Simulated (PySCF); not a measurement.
CH8ClNSi3, SMILES N[Si@@]1(Cl)C[SiH2][SiH2]1. Coordinates come from a PBE-D3(BJ)/def2-SVP optimisation. The structure was generated by enumeration; whether it is a known compound was not checked. Other conformers were not sampled.

Give the equilibrium geometry at PBE-D3(BJ)/def2-SVP (PySCF confirms it by a frequency run) as bond lengths and angles. (An estimate is asked for; the answer gives what the named calculation found.)

This is not unique; one that fits is 
Atoms: N1 Si2 Cl3 C4 Si5 Si6 H7 H8 H9 H10 H11 H12 H13 H14. Bonds (Å): N1–Si2 1.739, N1–H7 1.025, N1–H8 1.024, Si2–Cl3 2.112, Si2–C4 1.898, Si2–Si6 2.353, C4–Si5 1.925, C4–H9 1.109, C4–H10 1.111, Si5–Si6 2.375, Si5–H11 1.504, Si5–H12 1.507, Si6–H13 1.504, Si6–H14 1.506. Bond angles (°): Si2–N1–H7 118.5, Si2–N1–H8 118.4, H7–N1–H8 110.0, N1–Si2–Cl3 114.7, N1–Si2–C4 107.4, N1–Si2–Si6 106.3, Cl3–Si2–C4 112.8, Cl3–Si2–Si6 121.2, C4–Si2–Si6 91.6, Si2–C4–Si5 96.3, Si2–C4–H9 116.5, Si2–C4–H10 109.6, Si5–C4–H9 116.6, Si5–C4–H10 108.9, H9–C4–H10 108.3, C4–Si5–Si6 90.2, C4–Si5–H11 111.7, C4–Si5–H12 113.7, Si6–Si5–H11 112.6, Si6–Si5–H12 118.2, H11–Si5–H12 109.2, Si2–Si6–Si5 74.1, Si2–Si6–H13 119.8, Si2–Si6–H14 115.1, Si5–Si6–H13 121.0, Si5–Si6–H14 112.8, H13–Si6–H14 110.1.
Charge 0, spin multiplicity 1.
